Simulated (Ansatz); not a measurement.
Isomers of CH₄BBrSi, relaxed with PBE0-D4/def2-TZVP in Ansatz; electronic energies, one conformer each and not always the lowest. Functionals use def2-TZVPP; CBS adds triple-zeta CCSD(T) − MP2 to the MP2 limit of def2-TZVPP and def2-QZVPP.

Outer-core shells of Br are correlated without core-valence functions. Scalar relativity is left out up to krypton. Spin–orbit coupling is left out.

Task: Order them by energy at frozen-core CCSD(T)/CBS, lowest first. (Estimate.)
A. `BrC1B[SiH2]1`
B. `BrB1C[SiH2]1`
C. `Br[SiH]1BC1`

Result: C (0.0 kcal/mol), B (5.1 kcal/mol), A (36.7 kcal/mol).

Task: How do B2PLYP, HF/CBS(def2), PBE-D4, B3LYP place them (kcal/mol, against `Br[SiH]1BC1`)? (An estimate is asked.)

Result: Ansatz gave: 
| isomer | B2PLYP | HF/CBS(def2) | PBE-D4 | B3LYP |
| --- | --- | --- | --- | --- |
| `BrB1C[SiH2]1` | 4.9 | 4.1 | 4.9 | 5.1 |
| `BrC1B[SiH2]1` | 35.8 | 37.8 | 34.9 | 35.4 |

B3LYP here is the variant with VWN-RPA as its local correlation; programs differ in this.
